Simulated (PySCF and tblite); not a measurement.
Results of a calculation; reference values are marked as such.
C5H10O2, numbered as in [CH3:1][CH:2]1[O:3][CH2:4][CH2:5][CH2:6][O:7]1.

Search: ETKDG and KDG, MMFF94s, GFN2-xTB, 90 starts; geometries at PBE0-D3(BJ)/def2-SVP. Energies: PBE0-D3(BJ)/def2-TZVP, with GFN2-xTB thermal terms (modes under about 100 cm⁻¹ blended into free rotors). Symmetry numbers and mirror images are counted. Conformers within 4 kcal/mol (GFN2-xTB free energy) were kept, 7 at most. Of two unlike H on one atom, a is the less shielded (PBE0/pcSseg-1). Programs: PySCF with density fitting and tblite.

An NOE distance is ⟨r⁻⁶⟩^(−1/6) over all pairs of like atoms and, for the average, over conformers.

The 6-ring runs over atoms 2–3–4–5–6–7. Of a mirror pair one member is shown.

```tsv
conformer	shape	weight %
1	6-ring chair (all substituents equatorial)	100.0
2	6-ring chair (C1 axial)	0.0
3	6-ring twist-boat (ring torsions -66, 36, 26, -69, 42, 26°)	0.0
```

Problem. Which H–H contacts under 3.5 Å would NOEs report (pairs on one atom left out) at 298.15 K?

Solution. 
| pair | in 1 (Å) | in 2 (Å) | in 3 (Å) | average (Å) |
| --- | --- | --- | --- | --- |
| H2 ··· H4b/H6b | 2.39 | 4.00 | 2.73 | 2.39 |
| H4a/H6a ··· H5a | 2.47 | 2.47 | 2.38 | 2.47 |
| H4b/H6b ··· H5b | 2.47 | 2.46 | 2.38 | 2.47 |
| H4a/H6a ··· H5b | 2.58 | 3.07 | 2.89 | 2.58 |
| H1 ··· H2 | 2.63 | 2.59 | 2.62 | 2.63 |
| H4b/H6b ··· H5a | 3.07 | 2.58 | 2.83 | 3.07 |

Longer pairs under the limit may be missing.

Problem. In a model where alignment follows shape alone (order matrix 0.002 × (3G/tr G − 1)/2, G the second moments of the atom positions; splitting J + 2D), what are the one-bond C–H dipolar couplings D?

Solution. H1 5.9 Hz (5.9 in conformer 1), H2 14.1 Hz (14.1 in conformer 1), H4a/H6a 3.9 Hz (3.9 in conformer 1), H4b/H6b 14.2 Hz (14.2 in conformer 1), H5a 14.9 Hz (14.9 in conformer 1), H5b -17.1 Hz (-17.1 in conformer 1).
